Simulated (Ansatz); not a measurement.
# C2F6 (hexafluoroethane): methods side by side

C2F6: 8 atoms, total charge 0, spin state singlet. As SMILES, `FC(F)(F)C(F)(F)F`. The shape was relaxed beforehand at PBE0/def2-SVP.

```xyz
8

F     1.0615   -0.7642    1.1513
C     0.6596   -0.3955   -0.0546
F     1.5912    0.3629   -0.6105
F     0.4746   -1.4735   -0.7999
C    -0.6596    0.3955    0.0546
F    -0.4733    1.4761    0.7958
F    -1.0641    0.7599   -1.1518
F    -1.5898   -0.3612    0.6151
```

Quantity: the dissociation energy of the C5–C2 bond into doublet CF3 and doublet CF3 (shapes relaxed at PBE0/def2-SVP, no zero-point term), in eV. The values are calculated.

```csv
level,kind,program,value (eV),less CCSD(T)/def2-SVP,CPU time (all runs)
HF/def2-SVP,Hartree–Fock,Ansatz,3.25,-1.05,1.8 s
SVWN5/def2-SVP,LDA,Ansatz,5.02,+0.72,2.4 s
PBE/def2-SVP,GGA,Ansatz,4.20,-0.10,5 s
PBE0-D4/def2-SVP,global hybrid,Ansatz,4.31,+0.01,6.1 s
wB97M-V/def2-SVP,range-separated hybrid,Ansatz,4.66,+0.36,26 s
B2PLYP/def2-SVP,double hybrid,Ansatz,4.22,-0.08,8.9 s
RPA@PBE/def2-SVP,RPA,Ansatz,4.25,-0.05,7.3 s
CCSD(T)/def2-SVP,coupled cluster or CI,Ansatz,4.30,0.00,57 s
```

CCSD(T)/def2-SVP is the highest level here, not the true value. The values span 3.25 to 5.02 eV. Hartree–Fock misses the correlation of the electron pair that is broken and comes out low. Measured bond enthalpies also hold zero-point and thermal terms, a few tenths of an eV less. CPU times are rough (shared hosts, several kinds of processor): they show what a rung costs within a factor of a few.
